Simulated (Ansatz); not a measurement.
CH₈BNSSi, SMILES `BN(C)[SiH2]S` at its PBE0-D4/def2-TZVP geometry, where that method's forces vanish. Total charge 0; spin multiplicity 1.

```json
{"atom": "B1", "x (Å)": "-1.564", "y (Å)": "-0.396", "z (Å)": "-0.203"}
{"atom": "N2", "x (Å)": "-0.311", "y (Å)": "-0.005", "z (Å)": "0.272"}
{"atom": "C3", "x (Å)": "-0.031", "y (Å)": "0.073", "z (Å)": "1.705"}
{"atom": "Si4", "x (Å)": "1.084", "y (Å)": "0.377", "z (Å)": "-0.717"}
{"atom": "S5", "x (Å)": "0.706", "y (Å)": "0.521", "z (Å)": "-2.798"}
{"atom": "H6", "x (Å)": "-2.426", "y (Å)": "-0.660", "z (Å)": "0.588"}
{"atom": "H7", "x (Å)": "-1.759", "y (Å)": "-0.466", "z (Å)": "-1.380"}
{"atom": "H8", "x (Å)": "-0.916", "y (Å)": "-0.224", "z (Å)": "2.267"}
{"atom": "H9", "x (Å)": "0.794", "y (Å)": "-0.591", "z (Å)": "1.984"}
{"atom": "H10", "x (Å)": "0.244", "y (Å)": "1.091", "z (Å)": "1.998"}
{"atom": "H11", "x (Å)": "2.124", "y (Å)": "-0.645", "z (Å)": "-0.431"}
{"atom": "H12", "x (Å)": "1.592", "y (Å)": "1.716", "z (Å)": "-0.326"}
{"atom": "H13", "x (Å)": "0.461", "y (Å)": "-0.791", "z (Å)": "-2.960"}
```

Question: For each bond, give half the difference of the two atoms' forces along it (eV/Å; positive pushes the atoms apart) under PBE-D4, r2SCAN-D4, B3LYP-D4, ωB97M-V in def2-TZVPP. (An estimate is asked.)

Answer: The calculation gave: 
```json
{"bond": "B1–N2", "length (Å)": "1.396", "PBE-D4": "0.07", "r2SCAN-D4": "0.06", "B3LYP-D4": "0.04", "ωB97M-V": "0.08"}
{"bond": "B1–H6", "length (Å)": "1.200", "PBE-D4": "0.02", "r2SCAN-D4": "-0.07", "B3LYP-D4": "-0.11", "ωB97M-V": "-0.12"}
{"bond": "B1–H7", "length (Å)": "1.195", "PBE-D4": "-0.01", "r2SCAN-D4": "-0.07", "B3LYP-D4": "-0.13", "ωB97M-V": "-0.12"}
{"bond": "N2–C3", "length (Å)": "1.461", "PBE-D4": "0.06", "r2SCAN-D4": "0.23", "B3LYP-D4": "0.27", "ωB97M-V": "0.26"}
{"bond": "N2–Si4", "length (Å)": "1.752", "PBE-D4": "0.18", "r2SCAN-D4": "0.00", "B3LYP-D4": "0.04", "ωB97M-V": "-0.01"}
{"bond": "C3–H8", "length (Å)": "1.090", "PBE-D4": "0.10", "r2SCAN-D4": "-0.06", "B3LYP-D4": "-0.11", "ωB97M-V": "-0.10"}
{"bond": "C3–H9", "length (Å)": "1.095", "PBE-D4": "0.08", "r2SCAN-D4": "-0.06", "B3LYP-D4": "-0.08", "ωB97M-V": "-0.10"}
{"bond": "C3–H10", "length (Å)": "1.095", "PBE-D4": "0.08", "r2SCAN-D4": "-0.06", "B3LYP-D4": "-0.08", "ωB97M-V": "-0.10"}
{"bond": "Si4–S5", "length (Å)": "2.119", "PBE-D4": "0.05", "r2SCAN-D4": "0.02", "B3LYP-D4": "0.16", "ωB97M-V": "0.07"}
{"bond": "Si4–H11", "length (Å)": "1.486", "PBE-D4": "0.04", "r2SCAN-D4": "-0.04", "B3LYP-D4": "-0.13", "ωB97M-V": "-0.15"}
{"bond": "Si4–H12", "length (Å)": "1.485", "PBE-D4": "0.06", "r2SCAN-D4": "-0.03", "B3LYP-D4": "-0.13", "ωB97M-V": "-0.14"}
{"bond": "S5–H13", "length (Å)": "1.344", "PBE-D4": "0.26", "r2SCAN-D4": "0.02", "B3LYP-D4": "-0.02", "ωB97M-V": "-0.08"}
```

B3LYP here is the variant with VWN-RPA as its local correlation; programs differ in this.

All numbers were calculated with Ansatz.
